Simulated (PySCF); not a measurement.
C2H4GeN2, SMILES N#C/N=[CH]\[GeH3]. Atoms are numbered in the order given.

```xyz
9

N      2.6732    -0.8909    -0.8083
C      2.0531    -0.0268    -0.3350
N      1.4696     1.0340     0.2191
C      0.2130     1.1062     0.4485
Ge    -1.1837    -0.2464     0.0787
H     -0.1141     2.0515     0.9128
H     -1.8135    -0.6192     1.4295
H     -2.2375     0.4328    -0.8089
H     -0.5532    -1.4589    -0.6094
```
Charge 0, spin multiplicity 1.

Coordinates come from a PBE0-D3(BJ)/def2-SVP optimisation. The structure was generated by enumeration; whether it is a known compound was not checked.

The numbers are results of PySCF with PBE/def2-TZVP, not measurements.

Atomic charges (e):

```json
[
 {"atom": "N1", "meta-Löwdin": "-0.24", "Löwdin": "0.06", "Mulliken": "0.01"},
 {"atom": "C2", "meta-Löwdin": "0.16", "Löwdin": "-0.33", "Mulliken": "-0.10"},
 {"atom": "N3", "meta-Löwdin": "[?]", "Löwdin": "0.17", "Mulliken": "-0.11"},
 {"atom": "C4", "meta-Löwdin": "-0.10", "Löwdin": "-0.33", "Mulliken": "-0.09"},
 {"atom": "Ge5", "meta-Löwdin": "[?]", "Löwdin": "0.40", "Mulliken": "0.03"},
 {"atom": "H6", "meta-Löwdin": "[?]", "Löwdin": "0.14", "Mulliken": "0.14"},
 {"atom": "H7", "meta-Löwdin": "-0.02", "Löwdin": "-0.04", "Mulliken": "0.02"},
 {"atom": "H8", "meta-Löwdin": "-0.03", "Löwdin": "-0.04", "Mulliken": "0.02"},
 {"atom": "H9", "meta-Löwdin": "-0.01", "Löwdin": "-0.03", "Mulliken": "0.06"}
]
```

Question: What belongs in the gaps? (The exact figures need the calculation; the answer reports its results.)

Answer: 
- N3, meta-Löwdin: -0.16
- Ge5, meta-Löwdin: 0.27
- H6, meta-Löwdin: 0.14
